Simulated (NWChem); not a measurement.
Species: trimethylarsine (C3H9As); SMILES C[As](C)C

All runs: NWChem. Pople sets run with spherical d functions. B3LYP is NWChem's, with the RPA form of VWN correlation. Each level has its own optimisation; frequencies are unscaled.

For level PBE0/def2-SVP:

- dipole (D) = 1.03

### Question
What are these values for level B3LYP/6-31G*?

### Answer
| Property | Value |
|---|---|
| dipole (D) | 1.18 |
